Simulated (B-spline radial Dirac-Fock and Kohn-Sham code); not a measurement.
# Core-level shifts of xenon with charge state

Model: ΔSCF Dirac-Fock with Breit, self-energy and vacuum polarisation, finite nucleus, configuration average. Program: a B-spline atomic structure program. Each ion is free and in its tabulated ground configuration. No correlation.

Reference: Xe⁶⁺, [Kr] 4d10 5s2, with L1 5540.5 eV, L2 5189.2 eV, M1 1232.0 eV, M2 1086.0 eV, N2 247.4 eV, Kα1 (K-L3) 29777.6 eV, Kβ1 (K-M3) 33622.6 eV, Lℓ (L3-M1) 3636.7 eV. Shifts from it, in eV (a dash: the subshell is empty, belongs to an open shell averaged over j, or its hole state is left out as unreliable):

| ion | configuration | L1 | L2 | M1 | M2 | N2 | Kα1 | Kβ1 | Lℓ |
| --- | --- | --- | --- | --- | --- | --- | --- | --- | --- |
| Xe⁷⁺ | [Kr] 4d10 5s1 | +17.6 | +17.8 | +17.3 | +17.5 | +16.8 | +0.22 | +0.52 | +0.55 |
| Xe⁸⁺ | [Kr] 4d10 | ? | ? | ? | ? | ? | ? | ? | ? |
| Xe⁹⁺ | [Kr] 4d9 | +67.3 | +67.6 | +65.4 | +65.7 | +59.6 | +0.49 | +2.39 | +2.15 |
| Xe¹⁰⁺ | [Kr] 4d8 | +99.7 | +100.0 | +96.4 | +96.8 | +85.7 | +0.33 | +3.68 | +3.56 |
| Xe¹¹⁺ | [Kr] 4d7 | +133.4 | +133.8 | +128.6 | +129.0 | +112.4 | +0.18 | +5.18 | +5.17 |
| Xe¹²⁺ | [Kr] 4d6 | +168.4 | +168.9 | +161.8 | +162.3 | +139.9 | +0.06 | +6.92 | +6.99 |
| Xe¹³⁺ | [Kr] 4d5 | +204.7 | +205.2 | +196.1 | +196.6 | +168.0 | -0.04 | +8.89 | +9.02 |

Question: Give the missing shifts for Xe⁸⁺.

Answer: L1 +36.2, L2 +36.4, M1 +35.5, M2 +35.8, N2 +34.3, Kα1 +0.66, Kβ1 +1.32, Lℓ +0.94 (eV).

Over this range L1 (2s) moves by +204.7 eV and Kα1 by 0.0 eV: a line is a difference of two levels that shift in the same direction.

Values without a named source are computed, but for edge energies of neutral atoms, which are taken from tables.
